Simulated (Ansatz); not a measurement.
```csv
atom,x (Å),y (Å),z (Å)
C,-0.0144,-0.0466,-0.6295
F,-0.0296,-0.0257,0.7758
H,0.0243,-1.0750,-0.9768
H,-0.9243,0.5199,-1.0386
H,0.9044,0.4687,-1.0010
```

Basis set: aug-cc-pVDZ (spherical functions). Frozen core: 2 orbitals. Charge 0, multiplicity 1.

Computed with Ansatz (development build ahead of 0.2.0); each method stands on the lowest determinant of its kind that the runs found. Restricted open shells among the atoms or ions are ROHF, correlated in semicanonical orbitals with singles.

Problem. Give the atomization energy at this shape (free ground-state atoms in the same class of orbitals less the molecule, no zero-point energy) of singlet CH3F by RHF-MP2, RHF.

Solution.

| method | atomization energy |
| --- | --- |
| RHF-MP2 | 401.72 kcal/mol |
| RHF | 310.74 kcal/mol |
